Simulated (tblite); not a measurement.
H$_{4}$O$_{4}$Ti, charge +1, doublet, geometry from GFN2-xTB (such geometries of metal compounds can be far from the true shape) (the multiplicity is a formal guess); IPEA1-xTB (tblite).

The tblite input:
```
$ tblite run mol.xyz --method ipea1 --charge 1 --spin 1 --json tblite.json --no-restart

# file mol.xyz
9

Ti    -0.00000000     0.00000000    -0.00000000
O      1.43074308    -0.32876389    -0.89434576
H      2.23426518    -0.51340154    -1.39662084
O      0.41940695     0.47142343     1.59900705
H      0.65495081     0.73618036     2.49702818
O     -0.87263985     1.27020904    -0.76159995
H     -1.36272462     1.98357334    -1.18932341
O     -0.97751018    -1.41286858     0.05693866
H     -1.52649136    -2.20635216     0.08891607
```

Q: Write the output that tblite gives for this input, abridged.

A: 
```
xTB calculator
 | screened Coulomb repulsion
 | Coulomb electrostatics
 |  * isotropic Klopman-Ohno-Mataga-Nishimoto electrostatics
 |  * onsite third-order electrostatics
 | DFT-D3(BJ) dispersion correction

halogen bonding energy    0.0000000000000E+00 Eh
repulsion energy          1.4368267547874E-01 Eh
dispersion energy        -2.3251923855152E-03 Eh
number of electrons       3.1000000000000E+01 e
integral cutoff           4.0000000000000E+01 bohr

------------------------------------------------------------
  cycle        total energy    energy error   density error
------------------------------------------------------------
      1     -19.69649946996  -1.9837857E+01   6.7341754E-01
      2      6.601831215712   2.6298331E+01   1.4546137E+00
      3     -20.15492663833  -2.6756758E+01   4.2045775E-01
      4     -21.76743081466  -1.6125042E+00   5.2095975E-02
      5     -21.78136576165  -1.3934947E-02   2.5696593E-02
      6     -21.76462856593   1.6737196E-02   3.7106750E-02
      7     -21.77961685577  -1.4988290E-02   1.5521894E-02
      8     -21.78157824338  -1.9613876E-03   8.0902688E-03
      9     -21.78170677930  -1.2853592E-04   7.2460825E-03
     10     -21.78222792903  -5.2114973E-04   3.2579133E-03
     11     -21.78234963225  -1.2170322E-04   9.9059871E-04
     12     -21.78235983658  -1.0204331E-05   2.9169921E-04
     13     -21.78236048883  -6.5225673E-07   1.6936146E-04
     14     -21.78236085202  -3.6318207E-07   1.4972674E-05
------------------------------------------------------------

electronic energy        -2.1923718335109E+01 Eh
total energy             -2.1782360852016E+01 Eh

Post processing:
 | Mayer-Wiberg bond orders

[Info] JSON dump of results written to 'tblite.json'
```
